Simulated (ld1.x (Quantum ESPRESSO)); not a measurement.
## O ultrasoft: all-electron and pseudo phase curves

ld1.x (Quantum ESPRESSO) 7.5 input, shortened:

```
&input
   title='O', zed=8., rel=1, dft='PBESOL', iswitch=3,
   config='[He] 2s2 2p4 3d-2'
 /
 &inputp
   pseudotype=3, tm=.true., lloc=-1, rcloc=1.30,
   nlcc=.true., new_core_ps=.true., rcore=0.90
 /
6
2S  1  0   2.00   0.00  0.80  0.85  0.0
2S  1  0   0.00  -1.45  0.80  0.85  0.0
2P  2  1   4.00   0.00  1.80  1.95  0.0
2P  2  1   0.00  -0.30  1.80  1.95  0.0
3D  3  2  -2.00  -0.10  1.35  1.75  0.0
3D  3  2  -2.00   0.80  1.35  1.75  0.0
 &test
   configts(1)='2s2 2p4'
 /
```

The phase is arctan(r·u′/u) with u = r·R(r), unwrapped; energies in Ry, scanned from -4 to 5 Ry. A pole is an energy at which the radial function vanishes at the test radius. The pseudo phase is shifted by a multiple of π to meet the all-electron one at the reference energy, and phase errors are pseudo minus all-electron; the curves can meet again beyond the range given. Levels narrower than the energy grid can be missing from the lists of poles.

**Question.** For each channel, where are the poles, and over which energies does the pseudopotential scatter like the atom?

**Answer.**

```csv
channel,radius (bohr),reference energy (Ry),"poles, all-electron","poles, pseudo",unbroken range about the reference energy with phases within 0.05 rad,phase error 1 Ry above the reference energy (rad)
s,2.15,-1.75,-1.42,-1.42,the whole range,-0.000
p,2.15,-0.66,-0.24,-0.24,below 1.6,-0.003
d,2.15,-0.10,4.77,4.79,the whole range,+0.000
```

Phases in the p channel:

```tsv
E (Ry)	all-electron	pseudo
-4.00	1.329	1.331
-3.52	1.311	1.312
-3.04	1.287	1.288
-2.56	1.253	1.255
-2.08	1.200	1.202
-1.60	1.098	1.100
-1.12	0.757	0.759
-0.64	-1.063	-1.063
-0.16	-1.614	-1.614
0.32	-1.768	-1.771
0.80	-1.878	-1.886
1.28	-2.004	-2.029
1.76	-2.203	-2.280
2.24	-2.603	-2.853
2.72	-3.360	-3.741
3.20	-4.002	-4.225
3.68	-4.303	-4.435
4.16	-4.455	-4.546
4.64	-4.546	-4.616
```
